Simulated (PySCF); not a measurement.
Energy of Se²⁺ (selenium, charge +2) between two integer charges

The 4p alpha orbital of [Ar] 3d10 4s2 4p2 is emptied in steps (occupation f), with all orbitals relaxed, ending at [Ar] 3d10 4s2 4p1. Computed with PySCF 2.14 in aug-pcseg-2 (7s6p4d2f, 59 functions), with no relativity, point nucleus. The exact energy is a straight line in f; departures are measured from the line between the end points of the same method.

Task: Among UHF, LDA, PBE, PBE0, r2SCAN, LC-wPBE, BHandHLYP, wB97X, TPSS, r2SCAN0, which shows the largest delocalisation error (convex curve), and which is closest to linear?

Result: Most convex: LDA (-1.301 eV at f = 0.4); closest to linear: UHF (0.106 eV).

```json
{"f": "1", "UHF (eV)": "0.000", "LDA (eV)": "0.000", "PBE (eV)": "0.000", "PBE0 (eV)": "0.000", "r2SCAN (eV)": "0.000", "LC-wPBE (eV)": "0.000", "BHandHLYP (eV)": "0.000", "wB97X (eV)": "0.000", "TPSS (eV)": "0.000", "r2SCAN0 (eV)": "0.000"}
{"f": "0.8", "UHF (eV)": "0.072", "LDA (eV)": "-0.867", "PBE (eV)": "-0.841", "PBE0 (eV)": "-0.612", "r2SCAN (eV)": "-0.794", "LC-wPBE (eV)": "-0.153", "BHandHLYP (eV)": "-0.404", "wB97X (eV)": "-0.209", "TPSS (eV)": "-0.817", "r2SCAN0 (eV)": "-0.582"}
{"f": "0.6", "UHF (eV)": "0.107", "LDA (eV)": "-1.301", "PBE (eV)": "-1.259", "PBE0 (eV)": "-0.915", "r2SCAN (eV)": "-1.179", "LC-wPBE (eV)": "-0.226", "BHandHLYP (eV)": "-0.605", "wB97X (eV)": "-0.313", "TPSS (eV)": "-1.222", "r2SCAN0 (eV)": "-0.863"}
{"f": "0.4", "UHF (eV)": "0.106", "LDA (eV)": "-1.301", "PBE (eV)": "-1.255", "PBE0 (eV)": "-0.910", "r2SCAN (eV)": "-1.162", "LC-wPBE (eV)": "-0.221", "BHandHLYP (eV)": "-0.603", "wB97X (eV)": "-0.314", "TPSS (eV)": "-1.215", "r2SCAN0 (eV)": "-0.849"}
{"f": "0.2", "UHF (eV)": "0.070", "LDA (eV)": "-0.866", "PBE (eV)": "-0.833", "PBE0 (eV)": "-0.603", "r2SCAN (eV)": "-0.761", "LC-wPBE (eV)": "-0.143", "BHandHLYP (eV)": "-0.401", "wB97X (eV)": "-0.211", "TPSS (eV)": "-0.804", "r2SCAN0 (eV)": "-0.555"}
{"f": "0", "UHF (eV)": "0.000", "LDA (eV)": "0.000", "PBE (eV)": "0.000", "PBE0 (eV)": "0.000", "r2SCAN (eV)": "0.000", "LC-wPBE (eV)": "0.000", "BHandHLYP (eV)": "0.000", "wB97X (eV)": "0.000", "TPSS (eV)": "0.000", "r2SCAN0 (eV)": "0.000"}
```

| method | E(f=0) − E(f=1) (eV) | −ε at f=1 (eV) | −ε at f=0.4 (eV) |
| --- | --- | --- | --- |
| UHF | 30.936 | 31.390 | 30.843 |
| LDA | 31.716 | 26.306 | 32.804 |
| PBE | 31.523 | 26.266 | 32.591 |
| PBE0 | 31.582 | 27.744 | 32.368 |
| r2SCAN | 31.788 | 26.790 | 32.850 |
| LC-wPBE | 31.693 | 30.720 | 31.905 |
| BHandHLYP | 31.468 | 28.940 | 31.979 |
| wB97X | 31.375 | 30.071 | 31.629 |
| TPSS | 31.582 | 26.463 | 32.632 |
| r2SCAN0 | 31.776 | 28.106 | 32.561 |

Reference removal energy between the ground levels: 31.697 ± 0.019 eV (measured; NIST Atomic Spectra Database, ionization energies). The calculation has no spin-orbit coupling. UHF lacks correlation.
